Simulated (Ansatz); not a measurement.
Total energies of B16P16H36, a nanocrystal cut from zinc blende BP (hydrogen-capped) from Ansatz at PBE0-D4/def2-SVP, gas phase (1 Eh = 27.2114 eV = 2625.5 kJ/mol). The reference geometry is relaxed at r2SCAN-D4/def2-SVP.

Cartesian coordinates in Å:
```
B -0.238 2.812 -1.921
B -0.298 2.935 1.379
B -2.745 0.743 -1.889
B -2.806 0.862 1.411
B 2.380 2.268 3.102
B 2.461 2.128 -0.146
B -0.069 0.081 -0.168
B 2.711 -0.752 -1.640
B 2.600 -0.581 1.555
B 0.010 -0.065 -3.413
B 0.202 -2.824 -1.609
B -0.145 0.222 3.073
B -2.630 -1.871 3.165
B 0.103 -2.643 1.586
B -2.555 -2.017 -0.084
B 2.879 -3.483 0.119
P 1.705 3.033 -1.696
P 1.671 2.999 1.435
P -0.817 3.772 -0.302
P -3.553 1.511 -0.266
P -0.755 0.886 -1.833
P -0.835 1.032 1.400
P -3.325 -1.121 -1.633
P -3.239 -1.059 1.497
P 1.977 -0.109 -3.326
P 1.805 0.403 3.051
P 1.913 0.228 -0.119
P -0.586 -1.836 -0.088
P 2.161 -2.638 -1.489
P 2.054 -2.462 1.565
P -0.317 -2.003 -3.297
P -0.690 -1.659 3.082
H -0.635 3.360 -2.929
H -0.781 3.531 2.320
H -3.223 1.224 -2.896
H -3.285 1.460 2.353
H 1.843 2.854 4.026
H 3.595 2.340 3.055
H 3.671 2.227 -0.141
H 3.921 -0.648 -1.634
H 3.812 -0.476 1.554
H -0.379 0.390 -4.470
H -0.128 -3.993 -1.582
H -0.632 0.825 4.011
H -3.090 -1.222 4.087
H -2.930 -3.051 3.138
H -0.229 -3.813 1.604
H -2.882 -3.186 -0.061
H 4.086 -3.321 0.119
H 2.492 -4.638 0.139
H 1.942 4.431 -1.591
H 2.391 2.815 -2.916
H 2.023 4.378 1.342
H -0.247 5.072 -0.380
H -2.177 4.154 -0.391
H -3.672 2.918 -0.368
H -4.939 1.198 -0.321
H -4.741 -1.087 -1.505
H -3.261 -1.849 -2.845
H -4.660 -1.145 1.425
H 2.539 1.098 -3.808
H 2.407 -0.955 -4.384
H 2.280 -0.219 4.239
H 2.690 -3.295 -2.639
H 2.522 -3.011 2.791
H -1.616 -2.332 -3.753
H 0.416 -2.599 -4.360
H -0.151 -2.228 4.269
```

```tsv
state	geometry	energy (Eh)
charge 0 singlet	reference	-5877.19034
charge 1 doublet	reference	-5876.91024
charge -1 doublet	reference	-5877.22909
free B atom (doublet)	–	-24.58932
free P atom (quartet)	–	-341.02153
free H atom (doublet)	–	-0.50029
```

Single mean-field runs in def2-SVP are fitted with def2-universal-jkfit.

(1) Work out the vertical ionisation energy to the doublet.

(2) Work out the vertical electron affinity, to the doublet.

(3) Give the fundamental gap IE − EA, the Mulliken electronegativity (IE + EA)/2 and the hardness (IE − EA)/2.

(4) What is the binding energy per atom against free atoms?

(1) E(charge 1 doublet) − E(charge 0 singlet) = -5876.91024 − (-5877.19034) = 0.28010 Eh = 7.62 eV. For comparison, −ε of the highest occupied level is 6.48 eV at this level, 1.14 eV less.

(2) E(charge 0 singlet) − E(charge -1 doublet) = -5877.19034 − (-5877.22909) = 0.03875 Eh = 1.05 eV. The basis lacks diffuse functions, which makes affinities too small.

(3) From the values in Eh: IE − EA = 0.28010 − 0.03875 = 0.24135 Eh = 6.57 eV; (IE + EA)/2 = 4.34 eV; (IE − EA)/2 = 3.28 eV. The HOMO–LUMO gap of the same run is 4.54 eV, 2.03 eV smaller than the fundamental gap.

(4) Atoms: 16 × (-24.58932) + 16 × (-341.02153) + 36 × (-0.50029) = -5867.78404 Eh. Binding: -5867.78404 − (-5877.19034) = 9.40630 Eh = 255.96 eV, or 3.76 eV for each of 68 atoms (no zero-point energy, no counterpoise term).

At PBE0-D4/def2-SVP the highest occupied level of the charge -1 doublet lies above zero (up to 0.04 eV). By energy differences its removal costs 1.05 eV (vertical, to the charge 0 singlet, at PBE0-D4/def2-SVP); self-interaction error and the lack of diffuse functions both raise the level.
